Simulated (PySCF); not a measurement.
Precursor series Ti NH2-H. Gas-phase values, no solvent. One relaxed conformer stands for each flexible species; it need not be the lowest.

Method: B3LYP-D3(BJ)/def2-TZVP // BP86-D3(BJ)/def2-SVP run with PySCF. B3LYP has the VWN-RPA correlation part, as in Gaussian. 

```json
[
 {"species": "0 of 4 NH2 replaced by H", "coordination number": "4", "mean distance from the central atom to its bonded neighbours (Å)": "1.899", "charge on the central atom (Mulliken) (e)": "1.61"},
 {"species": "1 of 4 NH2 replaced by H ([Ti(NH2)3(H)])", "coordination number": "4", "mean distance from the central atom to its bonded neighbours (Å)": "…", "charge on the central atom (Mulliken) (e)": "1.34"},
 {"species": "3 of 4 NH2 replaced by H", "coordination number": "…", "mean distance from the central atom to its bonded neighbours (Å)": "1.749", "charge on the central atom (Mulliken) (e)": "0.83"},
 {"species": "4 of 4 NH2 replaced by H ([Ti(H)4])", "coordination number": "…", "mean distance from the central atom to its bonded neighbours (Å)": "1.702", "charge on the central atom (Mulliken) (e)": "0.61"}
]
```

### Question
What belongs in the gaps?

### Answer

- 1 of 4 NH2 replaced by H ([Ti(NH2)3(H)]), mean distance from the central atom to its bonded neighbours (Å): 1.843
- 3 of 4 NH2 replaced by H, coordination number: 4
- 4 of 4 NH2 replaced by H ([Ti(H)4]), coordination number: 4
